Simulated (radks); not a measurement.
Lu30+, 41 electrons, occupied as [Kr] 4d5. Method: non-relativistic Kohn-Sham, TPSS, spin-polarised, spherical densities, point nucleus; open shells are filled with parallel spins first (spin-orbit coupling, left out, can overturn this in heavy ions); meta-GGA in the generalised Kohn-Sham scheme; relativity is left out, which matters for an element this heavy; computed with a radial shooting solver on a logarithmic mesh with Libxc functionals.

Normalised radial functions P(r) = r R(r), r in bohr:

r          3d up
0.001463  0.0000
0.001875  0.0001
0.002384  0.0002
0.00303   0.0004
0.003883  0.0009
0.004936  0.0017
0.006275  0.0034
0.008042  0.0069
0.01022   0.0135
0.0131    0.0267
0.01665   0.0505
0.02117   0.0937
0.02713   0.1724
0.03449   0.3010
0.04384   0.5040
0.05618   0.8136
0.07142   1.2124
0.09153   1.6871
0.1164    2.1096
0.1479    2.3492
0.1895    2.2614
0.241     1.8267
0.3088    1.1723
0.3925    0.5855
0.499     0.2114
0.6395    0.0481
0.8129    0.0067
1.033     0.0005
1.324     0.0000

3d up: eigenvalue -2707.7 eV, 0 radial nodes, <r> = 0.192 bohr, 90 % of the charge inside 0.297 bohr.
